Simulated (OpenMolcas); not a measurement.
Cr I: thermal populations, worked from levels

```
Program             : OpenMolcas
Basis               : ANO-RCC-VQZP [7s6p4d3f2g1h]
Scalar Hamiltonian  : DKH2, point nucleus
Active space        : 6 electrons in 11 orbitals (3d 4s 4d)
State averaging     : 2S+1 = 7 even, 1 root; 2S+1 = 5 even, 6 roots kept (CI in the orbitals of an earlier block)
Spin-orbit coupling : RASSI with atomic mean-field integrals over the reference wave functions, term energies averaged over their components
```

Methods: CASSCF; SS-CASPT2, IPEA 0.25 Eh, imaginary shift 0.1 Eh (closed shells correlated: 3s 3p). Measured levels: NIST Handbook of Basic Atomic Spectroscopic Data.

**Thermal populations.** Z = Σ (2J + 1) exp(-E/kT) with k = 0.695035 cm-1/K, over the levels below. No other level of either list lies under 20200 cm-1, which is above 7 kT at each temperature.

```csv
Level,2J + 1,SS-CASPT2,measured
3d⁵ 4s ⁷S₃,7,0.0,0.0
3d⁵ 4s ⁵S₂,5,6764,7593
3d⁴ 4s² ⁵D₀,1,10325,7751
3d⁴ 4s² ⁵D₁,3,10389,7811
3d⁴ 4s² ⁵D₂,5,10517,7927
3d⁴ 4s² ⁵D₃,7,10708,8095
3d⁴ 4s² ⁵D₄,9,10963,8308
```

```
T (K)  Z, SS-CASPT2  Z, measured levels  Ground level (%), SS-CASPT2  Ground level (%), measured levels
 3000         7.343               7.649                         95.3                               91.5
```

At 3000 K, kT = 2085 cm-1, and the computed levels give Z = 7.000 + 0.195 + 0.007 + 0.021 + 0.032 + 0.041 + 0.047 = 7.343.

Terms from blocks run as CI alone lack orbitals of their own. Active for correlation alone: 4d; no level in the range computed is led by a configuration that fills it, so any true level of that kind is missing. Without dynamic correlation excited terms often stand tens of per cent too high (terms of higher spin than the ground term too low), and those without a measured partner can miss by more than the paired ones (holds for CASSCF). Measured partners are found by configuration, term and J. A level has none where our copy of the source lacks it or the pairing is in doubt (some pairs that miss far off the trend of their configuration count as doubtful), and it then counts in no deviation. Levels of configurations outside the active space are missing.
